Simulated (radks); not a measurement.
Spherical quantum dot in the effective-mass picture: electrons in a hard-walled sphere of radius 1.81, all in effective atomic units (hartree* = m*/eps^2 hartree, bohr* = eps/m* bohr), one dielectric constant everywhere. Method: non-relativistic Kohn-Sham, LDA (Slater exchange, Perdew-Wang correlation), spin-polarised, spherical densities; computed with a radial shooting solver with Libxc functionals. Levels are named by radial order and angular momentum (1s, 1p, 1d, 2s, ...), and open shells are averaged over m.

N = 16, configuration 1s2 1p6 1d(up 5, down 3). This is the lowest configuration that the search found. Occupied and some empty levels:

| level | occupation | eigenvalue (hartree*) | <r> (bohr*) |
|---|---|---|---|
| 1s up | 1 | 13.420 | 1.070 |
| 1s down | 1 | 13.482 | 1.067 |
| 1p up | 3 | 14.520 | 1.171 |
| 1p down | 3 | 14.588 | 1.170 |
| 1d up | 5 | 16.165 | 1.239 |
| 1d down | 3 | 16.236 | 1.239 |
| 2s up | 0 | 18.063 | 0.8482 |
| 2s down | 0 | 18.100 | 0.8488 |
| 1f up | 0 | 18.285 | 1.290 |
| 1f down | 0 | 18.356 | 1.290 |
| 2p up | 0 | 20.967 | 0.9578 |
| 2p down | 0 | 21.012 | 0.9575 |

Energy (hartree*): total 150.037, kinetic 65.016, external 0, Hartree 97.708, exchange-correlation -12.686.
